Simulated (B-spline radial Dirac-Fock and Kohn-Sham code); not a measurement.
Dipole and non-dipole photoemission parameters of Zr 3s

System: the Zr atom, [Kr] 4d2 5s2; threshold 430.3 eV (tabulated edge). Calculated with a radial finite-basis atomic code, using Dirac-Hartree-Slater photoionisation with a Latter tail; cross sections with all multipoles, angular parameters from the dipole term and its interference with E2.

For linearly polarised light dσ/dΩ = σ/(4π) [1 + β P₂(cos θ) + (δ + γ cos²θ) sin θ cos φ], with θ from the polarisation vector and φ the angle between the beam and the projection of the electron momentum on the plane normal to the polarisation.

| hν (eV) | σ (kb) | β | γ |
| --- | --- | --- | --- |
| 666 | 98.7 | 1.994 | 0.418 |
| 800 | 76.8 | 1.995 | 0.316 |
| 1010 | ? | ? | ? |
| 1080 | 49.0 | 1.996 | 0.152 |
| 1486.9 | 29.0 | 1.996 | 0.008 |
| 1640 | 24.5 | 1.996 | -0.025 |
| 1770 | 21.5 | 1.997 | -0.047 |
| 2390 | 12.5 | 1.997 | -0.087 |
| 2640 | 10.4 | 1.997 | -0.083 |
| 4000 | 4.63 | 1.997 | 0.035 |
| 4430 | 3.77 | 1.997 | 0.090 |
| 5414.7 | 2.50 | 1.997 | 0.232 |
| 7400 | 1.28 | 1.997 | 0.528 |
| 7610 | 1.21 | 1.997 | 0.559 |
| 9251.7 | 0.785 | 1.997 | 0.798 |
| 10300 | 0.616 | 1.997 | 0.945 |
| 11600 | 0.469 | 1.996 | 1.119 |
| 15000 | 0.257 | 1.996 | 1.536 |

Q: Give the values at 1010 eV.

A: σ = 54.4 kb, β = 1.996, γ = 0.187. For an s subshell δ is negligible.
